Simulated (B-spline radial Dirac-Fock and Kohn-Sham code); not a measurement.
**Dipole and non-dipole photoemission parameters of Pt⁴⁺ 4d3/2**

System: the Pt⁴⁺ ion in the configuration [Xe] 4f14 5d6; threshold 387.9 eV (orbital energy of the model). Method: Dirac-Hartree-Slater photoionisation with a Latter tail; cross sections with all multipoles, angular parameters from the dipole term and its interference with E2. Computed with a B-spline atomic structure program.

For linearly polarised light dσ/dΩ = σ/(4π) [1 + β P₂(cos θ) + (δ + γ cos²θ) sin θ cos φ], with θ from the polarisation vector and φ the angle between the beam and the projection of the electron momentum on the plane normal to the polarisation.

```tsv
hν (eV)	σ (kb)	β	γ	δ
607	238	-0.146	0.006	0.147
674	241	0.119	0.110	0.113
800	225	0.465	0.179	0.061
1000	186	0.786	0.127	0.021
1120	162	0.910	0.078	0.011
1253.6	139	1.012	0.029	0.006
1670	86.6	1.201	-0.047	0.008
2740	31.3	1.363	0.069	0.032
2984.4	25.6	1.375	0.121	0.037
4400	?	?	?	?
5640	4.90	1.354	0.734	0.083
6000	4.11	1.343	0.809	0.089
10300	0.806	1.202	1.517	0.158
```

Question: Give the values at 4400 eV.

Answer: σ = 9.68 kb, β = 1.383, γ = 0.454, δ = 0.062.
